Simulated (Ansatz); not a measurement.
The lowest singlet and triplet of FHSi (SMILES F[SiH]); geometries from B3LYP-D3(BJ)/def2-TZVP, each state relaxed from the structure named, with no frequency check.
Singlet at the triplet's geometry (charge 0, multiplicity 1):
| atom | x (Å) | y (Å) | z (Å) |
|---|---|---|---|
| F | 0.9261 | -0.4626 | 0.0000 |
| Si | -0.4757 | 0.3370 | 0.0000 |
| H | -1.6752 | -0.5540 | 0.0000 |

A positive gap puts the triplet lower; no zero-point energy. U- takes an unrestricted singlet (broken symmetry where lower, unprojected). The triplet is unrestricted in single-reference levels. Active spaces average the two states.

Cores are frozen in the correlated methods.

Programs: Ansatz (Gaussian basis) for Hartree–Fock, density functionals and correlated methods. 

### Question
One of these levels gives -28.13 kcal/mol for the gap E(singlet) − E(triplet), vertical, at the triplet's geometry. Which one is it?
(A) U-B3LYP/def2-TZVPP
(B) SA-CASSCF(2,2)/cc-pV(Q+d)Z
(C) U-HF/cc-pV(D+d)Z (spin-contaminated)

### Answer
B, SA-CASSCF(2,2)/cc-pV(Q+d)Z. The others give -18.83 (U-HF/cc-pV(D+d)Z (spin-contaminated)), -32.25 (U-B3LYP/def2-TZVPP)

Ansatz is a program for electronic structure.
